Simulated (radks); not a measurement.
All-electron atom: the hafnium ion Hf8+ in [Kr] 4d10 4f13 5s2 5p3. All-electron calculation, scalar-relativistic Kohn-Sham, AM05, spin-unpolarised, spherical densities, finite nucleus; Fermi nuclear charge, rms radius 5.347 fm. Program: a radial shooting solver on a logarithmic mesh with Libxc functionals.

Normalised radial functions P(r) = r R(r), r in bohr:

```
   r/bohr * 3d, o 4s, + 5d (the largest magnitude, 2.37, reaches the edge; | marks zero, & curves that meet)
 0.003417                             &   o
 0.003977                             &   o
 0.004593                             &   o
 0.005305                             &    o
 0.006127                             &    o
 0.007075                             &    o
 0.008171                             &    o
 0.009437                             &    o
   0.0109                             &    o
  0.01269                             &   o
  0.01465                             &   o
  0.01692                             +* o
  0.01954                             +*o
  0.02257                             &*
  0.02607                           o + *
   0.0301                          o  |+ *
  0.03477                        o    |+  *
  0.04047                      o      |+   *
  0.04674                     o       |+     *
  0.05398                     o       | +      *
  0.06234                      o      | +         *
    0.072                        o    |  +           *
  0.08315                           o |  +              *
  0.09603                             |o +                 *
   0.1109                             |   +o                  *
   0.1291                             |   +    o                *
   0.1491                             |  +       o               *
   0.1722                             | +        o               *
   0.1989                             |+      o                *
   0.2297                            +|  o                  *
   0.2652                         o + |                 *
   0.3063                  o      +   |            *
   0.3538            o           +    |        *
   0.4118         o             +     |    *
   0.4756          o             +    |  *
   0.5493            o             +  |*
   0.6344                o            +*
   0.7326                     o       *  +
   0.8461                        o    *     +
   0.9771                          o  *        +
    1.128                            o*         +
    1.314                             &          +
    1.517                             &         +
    1.752                             &        +
    2.024                             &      +
    2.337                             &   +
    2.699                             &  +
    3.117                             &+
      3.6                             &+
    4.191                             &
     4.84                             &
    5.589                             &
    6.455                             &
```

3d: eigenvalue -1784.0 eV, 0 radial nodes, <r> = 0.189 bohr, 90 % of the charge inside 0.294 bohr. 4s: eigenvalue -638.43 eV, 3 radial nodes at r = 0.0228, 0.0914, 0.245 bohr, <r> = 0.468 bohr, 90 % of the charge inside 0.672 bohr. 5d (empty): eigenvalue -101.08 eV, 2 radial nodes at r = 0.219, 0.649 bohr, <r> = 1.45 bohr, 90 % of the charge inside 2.09 bohr.
